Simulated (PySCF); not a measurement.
This PySCF input asks for the NMR shieldings of SMILES C/C=C\PC(C)C, C$_{6}$H$_{13}$P; the geometry comes from GFN2-xTB.

```python
import basis_set_exchange as bse
import numpy as np
from pyscf import gto, dft
from pyscf.prop import nmr

atoms = """
C     3.243802    0.036808    0.079532
C     2.341566   -0.948323   -0.579288
C     1.080112   -0.720597   -0.923399
P     0.202627    0.863382   -0.754917
C    -1.539170    0.185555   -0.606349
C    -2.516783    1.353126   -0.503920
C    -1.701177   -0.770408    0.570080
H     4.157075    0.150797   -0.503750
H     3.528356   -0.311079    1.073140
H     2.759346    1.007626    0.164727
H     2.779339   -1.921708   -0.771426
H     0.519254   -1.486604   -1.448291
H     0.391024    1.012114    0.626794
H    -1.733835   -0.355235   -1.542696
H    -2.324524    1.928243    0.400552
H    -2.411176    2.018845   -1.358629
H    -3.543460    0.991710   -0.470250
H    -0.989965   -1.592145    0.511998
H    -2.707781   -1.187013    0.580963
H    -1.539776   -0.244415    1.510081
"""
names = dict.fromkeys(["C", "P", "H"], "pcSseg-1")
basis = {el: gto.basis.parse(bse.get_basis(n, elements=[el], fmt="nwchem")) for el, n in names.items()}
mol = gto.M(atom=atoms, basis=basis, charge=0, verbose=0)
mf = dft.RKS(mol, xc="PBE0")
mf.grids.level = 2
mf.grids.alignment = dft.numint.BLKSIZE   # the property module wants whole blocks of grid points
mf.conv_tol = 1e-9
mf.kernel()

calc = nmr.RKS(mf)   # GIAO
C = mf.mo_coeff
Co = C[:, mf.mo_occ > 0]
resp = mf.gen_response(singlet=True, hermi=2)
def vind(x):   # induced exchange potential for any number of trial vectors
    d = np.einsum("pi,xij,qj->xpq", C, 2 * x.reshape(-1, C.shape[1], Co.shape[1]), Co, optimize=True)
    return np.einsum("xpq,pi,qj->xij", resp(d - d.transpose(0, 2, 1)), C, Co, optimize=True).ravel()
mo1, _ = nmr.rhf.solve_mo1(calc, with_cphf=vind)
sigma = calc.kernel(mo1)
for i, s in enumerate(sigma):   # ppm
    print("%2d %-2s %9.2f" % (i, mol.atom_pure_symbol(i), np.trace(s) / 3))
```

Question: Give the expected output.

Answer: 
```
 0 C     165.95
 1 C      44.64
 2 C      53.50
 3 P     380.02
 4 C     157.22
 5 C     162.88
 6 C     158.46
 7 H      29.84
 8 H      29.87
 9 H      29.86
10 H      25.40
11 H      26.04
12 H      28.04
13 H      30.16
14 H      30.89
15 H      30.14
16 H      30.35
17 H      29.79
18 H      30.35
19 H      30.98
```

These numbers come from an equivalent density-fitted implementation of the same equations, which agrees with the script to about 0.01 ppm for H and up to a few tenths of a ppm for heavy atoms, so last digits may differ.

Size and cost of the density-fitted run: 191 basis functions, 29 s wall time on 1 thread of an Arm Neoverse V1, shared host.
